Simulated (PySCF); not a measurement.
CH6MoN2O, SMILES [CH3][Mo](=[NH])(=[NH])[OH], multiplicity 1. Geometry optimised at PBE-D3(BJ)/def2-SVP. The spin state was assumed, not searched. The structure was generated by enumeration; whether it is a known compound was not checked. The def2 effective core potentials stand for the cores of Mo; spin–orbit coupling is left out. One conformer was computed; it need not be the lowest.

Computed equilibrium geometry at PBE-D3(BJ)/def2-SVP (PySCF confirms it by a frequency run) as a Z-matrix (one conformer of several):
```
Mo
N 1 1.7431
H 2 1.0256 1 158.54
N 1 1.7469 2 112.17 3 -15.24
H 4 1.0276 1 151.30 2 5.84
O 1 1.9072 2 112.26 3 113.35
H 6 0.9750 1 120.83 2 -135.51
C 1 2.1217 2 103.92 3 -127.05
H 8 1.1074 1 112.21 2 57.56
H 8 1.1101 9 108.82 1 -120.31
H 8 1.1101 9 108.78 10 -119.79
```
